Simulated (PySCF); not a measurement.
# One molecule, several mistakes: CClH7Si2

All numbers below are calculated, not measured. They come from PySCF 2.14.0, an open-source quantum chemistry program, on an isolated molecule that a program drew, which may never have been made. The molecule is CClH7Si2 (charge 0, singlet), drawn as the SMILES string `C[SiH]([SiH3])Cl`.

Each row is a Hartree-Fock (HF) and frozen-core CCSD(T) single point in the cc-pV(D+d)Z basis, meant for a local HF minimum. Run 1 is clean. Each other run has one planted mistake out of seven kinds, and not every kind appears here: one electron removed, one electron added, multiplicity raised by two, geometry at a saddle point, minimal basis STO-3G, one bond length entered in bohr, all coordinates scaled. The reference is restricted for singlets and unrestricted otherwise, and also for a bond in bohr. Adding or removing an electron swaps singlet and doublet. Electrons count all cores. HOMO and LUMO are orbital energies over both spins, the gradient is its largest component, and the lowest frequency (negative if imaginary) is given only where the gradient is small. Bond lengths are over the 10 bonds as drawn. T1 is the CCSD diagnostic: over 0.02 (restricted) or 0.045 (unrestricted) a single reference is doubtful.

Geometry of the clean run:
```xyz
11
CClH7Si2, angstrom
C    -0.6574   -2.0522   -1.1185
Si    1.0534   -1.4345   -0.6712
Si    1.2190   -0.6467    1.5497
Cl    2.4038   -3.0221   -0.8752
H    -1.3804   -1.2329   -1.0575
H    -0.6697   -2.4455   -2.1378
H    -0.9786   -2.8457   -0.4399
H     1.4895   -0.3966   -1.6299
H     2.6054   -0.2097    1.8332
H     0.8393   -1.7243    2.4940
H     0.3007    0.5036    1.7431
```

```
run  electrons  basis functions  <S^2>  HOMO (eV)  LUMO (eV)  gradient (hartree/bohr)  lowest frequency (cm^-1)  mean bond (Å)  longest bond (Å)      T1  HF (hartree)  CCSD(T) (hartree)                          mistake
  1         58              118  0.000     -10.69       3.33                  2.8e-05                       103         1.5535             2.362  0.0103   -1079.38294        -1079.95097                         no fault
  2         58              118  0.825      -9.17       1.02                  8.5e-03                         -         1.6856             2.805  0.0399   -1079.27362        -1079.83139  one bond length entered in bohr
  3         59              118  0.758       2.00       8.33                  6.4e-02                         -         1.5535             2.362  0.0134   -1079.28393        -1079.87306               one electron added
  4         58              118  2.010      -4.31      -2.12                  2.6e-02                         -         1.5535             2.362  0.0262   -1079.15641        -1079.72438       multiplicity raised by two
  5         57              118  0.762     -16.95      -8.51                  9.2e-02                         -         1.5535             2.362  0.0277   -1079.02936        -1079.58724                                ?
  6         58               39  0.000      -8.68       9.00                  3.6e-02                         -         1.5535             2.362  0.0044   -1067.35597        -1067.54226                                ?
```

**Which mistake was planted in run 5, and what did it cost?**

It counts 57 electrons, one fewer than the clean run, at the same geometry and basis. So the mistake is: one electron removed. Subtracting run 1 and multiplying by 627.51 kcal/mol a hartree, the energy moved by 221.9 kcal/mol in HF and 228.2 kcal/mol in CCSD(T).

**Which mistake was planted in run 6, and what did it cost?**

It has 39 basis functions where the clean run has 118, with the same electrons and geometry. So the mistake is: minimal basis STO-3G. Subtracting run 1 and multiplying by 627.51 kcal/mol a hartree, the energy moved by 7547.0 kcal/mol in HF and 7786.6 kcal/mol in CCSD(T).

Cautions from the logs. Run 3: the HOMO is above zero, so the electron isn't bound and the energy depends on the basis.
